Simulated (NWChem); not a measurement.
System: SF, doublet; SMILES F[S]

NWChem printed, in part:

```
             Northwest Computational Chemistry Package (NWChem) 7.3.0
             --------------------------------------------------------

                             Geometry "geometry" -> ""
                             -------------------------

 Output coordinates in angstroms (scale by  1.889725989 to convert to a.u.)

  No.       Tag          Charge          X              Y              Z
 ---- ---------------- ---------- -------------- -------------- --------------
    1 S                   16.0000     0.00000000     0.00000000    -0.57941900
    2 F                    9.0000     0.00000000     0.00000000     1.03483700

 Effective nuclear repulsion energy (a.u.)      47.2053527173

                                 NWChem DFT Module
                                 -----------------

 Summary of "ao basis" -> "ao basis" (spherical)
 ------------------------------------------------------------------------------
       Tag                 Description            Shells   Functions and Types
 ---------------- ------------------------------  ------  ---------------------
 S                           sto-3g                  5        9   3s2p
 F                           sto-3g                  3        5   2s1p

 in cosmo_initialize ...
 calling solv_data for solv:h2o

 solvent parameters
 solvname_short: h2o
 solvname_long:  water
 dielec:       78.4000
 dielecinf:     1.7769
 aqueous SMD model solvent descriptors
 dielec:       78.4000
 sola:          0.8200

          ---------------
          -cosmo- solvent
          ---------------
 Cosmo: York-Karplus, doi: 10.1021/jp992097l
 dielectric constant -eps-     =  78.40
 screen = (eps-1)/(eps    )    =   0.98724
 surface charge correction     = lagrangian

   van der Waals surface
 --------------------------

 ---------- ATOMIC COORDINATES (A.U.) ------------ VDWR(ANG.) --
     1    0.00000000    0.00000000   -1.09494314     2.490
     2    0.00000000    0.00000000    1.95555837     1.730
 number of segments per atom =        128
 number of   points per atom =        128
 atom (   nspa,  nppa )
 ----------------------
    1 (    112,     0 )       0
    2 (     64,     0 )       0
 number of -cosmo- surface points =      176
 molecular surface =     85.508 angstrom**2
 molecular volume  =     70.100 angstrom**3
 -lineq- algorithm             =   0
 -bem- low  level              =   3
 -bem- from -octahedral-
 gaussian surface charge width =   4.50000
 degree of switching           =   1.00000
 switching function tolerance  =   0.00010
 atomic radii =
 --------------
    1 16.000  2.490
    2  9.000  1.730
 ...... end of -cosmo- initialization ......

 nat:                     2
 ixmem:                   309
 calling mnsol_interface()
 G(SMD-CDS) energy (kcal/mol)  =     0.584
 SMD-CDS SASA (angstrom**2)    =    73.885

            General Information
            -------------------
          SCF calculation type: DFT
          Wavefunction type:  spin polarized.
          No. of atoms     :     2
          No. of electrons :    25
           Alpha electrons :    13
            Beta electrons :    12
          Charge           :     0
          Spin multiplicity:     2
          Use of symmetry is: off; symmetry adaption is: off
          Maximum number of iterations: 150
          AO basis - number of functions:    14
                     number of shells:     8
          Convergence on energy requested:  1.00D-06
          Convergence on density requested:  1.00D-05
          Convergence on gradient requested:  5.00D-04

              XC Information
              --------------
                         PBE0 Method XC Functional
                     Hartree-Fock (Exact) Exchange  0.250
          PerdewBurkeErnzerhof Exchange Functional  0.750
            Perdew 1991 LDA Correlation Functional  1.000 local
           PerdewBurkeErnz. Correlation Functional  1.000 non-local

[...]

                                COSMO-SMD solvation results
                                ---------------------------

             internal energy in gas <Psi(g)|H|Psi(g)> =      -491.879935560781
         internal energy in solvent <Psi(s)|H|Psi(s)> =      -491.879934095485
                               delta internal energy  =         0.000001465296 (    0.00 kcal/mol)
   total free energy in solvent <Psi(s)|H+V/2|Psi(s)> =      -491.880303231729
 polarization energy contribution <Psi(s)|V/2|Psi(s)> =        -0.000369136243 (   -0.23 kcal/mol)
    total free energy in solvent including G(SMD-CDS) =      -491.879372986474
                       G(SMD-CDS) energy contribution =         0.000930245254 (    0.58 kcal/mol)
     1 M fixed-concentration free energy of solvation =         0.000562574307 (    0.35 kcal/mol)

                    DFT Final Alpha Molecular Orbital Analysis
                    ------------------------------------------

 Vector   11  Occ=1.000000D+00  E=-2.929136D-01
              MO Center=  9.1D-15, -6.6D-10,  7.0D-01, r^2= 8.6D-01
   Bfn.  Coefficient  Atom+Function         Bfn.  Coefficient  Atom+Function
  ----- ------------  ---------------      ----- ------------  ---------------
    13      0.867590  2 F  py                 8      0.445088  1 S  py
     4     -0.142225  1 S  py

 Vector   12  Occ=1.000000D+00  E=-1.526543D-01
              MO Center=  8.9D-10,  1.2D-14, -1.6D-01, r^2= 1.3D+00
   Bfn.  Coefficient  Atom+Function         Bfn.  Coefficient  Atom+Function
  ----- ------------  ---------------      ----- ------------  ---------------
     7      0.903409  1 S  px                12     -0.562726  2 F  px
     3     -0.280309  1 S  px

 Vector   13  Occ=1.000000D+00  E=-1.072157D-01
              MO Center=  1.3D-14, -9.2D-10, -2.5D-01, r^2= 1.3D+00
   Bfn.  Coefficient  Atom+Function         Bfn.  Coefficient  Atom+Function
  ----- ------------  ---------------      ----- ------------  ---------------
     8      0.936357  1 S  py                13     -0.504136  2 F  py
     4     -0.289988  1 S  py

 Vector   14  Occ=0.000000D+00  E= 1.921252D-01
              MO Center=  1.7D-10, -1.7D-10,  1.5D-02, r^2= 1.2D+00
   Bfn.  Coefficient  Atom+Function         Bfn.  Coefficient  Atom+Function
  ----- ------------  ---------------      ----- ------------  ---------------
     9      0.964204  1 S  pz                14      0.735037  2 F  pz
    11     -0.354374  2 F  s                  6      0.291034  1 S  s
     5     -0.279944  1 S  pz                 2     -0.072596  1 S  s
    10      0.060583  2 F  s

                     DFT Final Beta Molecular Orbital Analysis
                     -----------------------------------------

 Vector   10  Occ=1.000000D+00  E=-2.850650D-01
              MO Center=  1.2D-14, -8.7D-10,  7.3D-01, r^2= 8.2D-01
   Bfn.  Coefficient  Atom+Function         Bfn.  Coefficient  Atom+Function
  ----- ------------  ---------------      ----- ------------  ---------------
    13      0.878799  2 F  py                 8      0.423745  1 S  py
     4     -0.135509  1 S  py

 Vector   11  Occ=1.000000D+00  E=-2.616595D-01
              MO Center=  6.3D-10,  8.7D-15,  7.6D-01, r^2= 7.8D-01
   Bfn.  Coefficient  Atom+Function         Bfn.  Coefficient  Atom+Function
  ----- ------------  ---------------      ----- ------------  ---------------
    12      0.889665  2 F  px                 7      0.401933  1 S  px
     3     -0.129187  1 S  px

 Vector   12  Occ=1.000000D+00  E=-9.163037D-02
              MO Center=  1.3D-14, -9.5D-10, -2.8D-01, r^2= 1.3D+00
   Bfn.  Coefficient  Atom+Function         Bfn.  Coefficient  Atom+Function
  ----- ------------  ---------------      ----- ------------  ---------------
     8      0.946223  1 S  py                13     -0.484332  2 F  py
     4     -0.292918  1 S  py

 Vector   13  Occ=0.000000D+00  E= 1.504017D-02
              MO Center=  1.0D-09,  1.4D-14, -3.1D-01, r^2= 1.3D+00
   Bfn.  Coefficient  Atom+Function         Bfn.  Coefficient  Atom+Function
  ----- ------------  ---------------      ----- ------------  ---------------
     7      0.955622  1 S  px                12     -0.464071  2 F  px
     3     -0.296949  1 S  px

 Vector   14  Occ=0.000000D+00  E= 2.108630D-01
              MO Center=  4.3D-11, -1.0D-10,  2.7D-03, r^2= 1.2D+00
   Bfn.  Coefficient  Atom+Function         Bfn.  Coefficient  Atom+Function
  ----- ------------  ---------------      ----- ------------  ---------------
     9      0.969850  1 S  pz                14      0.723785  2 F  pz
    11     -0.361968  2 F  s                  6      0.304034  1 S  s
     5     -0.281647  1 S  pz                 2     -0.076834  1 S  s
    10      0.062134  2 F  s

   alpha - beta orbital overlaps
   -----------------------------

   alpha      1      2      3      4      5      6      7      8      9     10
    beta      1      2      3      5      4      6      7      8      9     11
 overlap   1.000  1.000  1.000  1.000  1.000  1.000  1.000  0.998  0.998  0.993

   alpha     11     12     13     14
    beta     10     13     12     14
 overlap   1.000  0.993  1.000  1.000

     --------------------------
     Expectation value of S2:
     --------------------------
      <S2> =      0.7504 (Exact =     0.7500)

     Multipole analysis of the density
     ---------------------------------

     L   x y z        total         alpha         beta         nuclear
     -   - - -        -----         -----         ----         -------
     0   0 0 0     -0.000000    -13.000000    -12.000000     25.000000

     1   1 0 0      0.000000      0.000000      0.000000      0.000000
     1   0 1 0     -0.000000     -0.000000     -0.000000      0.000000
     1   0 0 1     -0.037192      0.245065     -0.363192      0.080935

[...]
```

Level: PBE0/STO-3G, spin-unrestricted, SMD on the gas-phase geometry. The state is orbitally degenerate and is run as one real component. Geometry: optimised at PBE0/def2-SVP, spin-unrestricted. No stability test was run on the SCF state. Solvent: water.

Q: Write an input that gives this output.

A: One answer among several that fit: the input that was run:
```
start job
memory heap 200 mb stack 900 mb global 1100 mb
geometry units angstroms noautosym nocenter noautoz
  S      0.000000     0.000000    -0.579419
  F      0.000000     0.000000     1.034837
end
basis spherical
  S library sto-3g
  F library sto-3g
end
dft
  odft
  mult 2
  xc pbe0
  iterations 150
end
cosmo
  do_cosmo_smd true
  solvent water
end
task dft energy
```
